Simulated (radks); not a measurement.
The bromine ion Br9+, configuration [Ar] 3d8.

Calculated with a radial shooting solver on a logarithmic mesh with Libxc functionals: scalar-relativistic Kohn-Sham, BLYP, spin-unpolarised, spherical densities, finite nucleus; Fermi nuclear charge, rms radius 4.1629 fm.

Energy parts (Ry):
| part | energy |
|---|---|
| total | -5155.73988 |
| kinetic | 5269.05432 |
| electron-nucleus | -12064.79664 |
| Hartree | 1813.18613 |
| exchange-correlation | -173.18368 |

Orbitals (lengths in bohr, moments of r in powers of bohr; <r^-3> diverges for s and p1/2; r(max) is where P^2 peaks):
| orbital | occ. | eigenvalue (Ry) | <r^-3> | r(max) | <r^4> |
|---|---|---|---|---|---|
| 1s | 2 | -993.4975 | - | 0.02791 | 0.00001560 |
| 2s | 2 | -141.7451 | - | 0.1592 | 0.003088 |
| 2p | 6 | -126.7554 | 1359 | 0.1274 | 0.002237 |
| 3s | 2 | -30.80905 | - | 0.4787 | 0.1713 |
| 3p | 6 | -26.02687 | 211.5 | 0.4736 | 0.1950 |
| 3d | 8 | -18.15091 | 26.65 | 0.4156 | 0.2392 |

The highest occupied level is 3d at -246.96 eV. The electron density at the nucleus is 4.497e+04 e/bohr^3 (large components only).
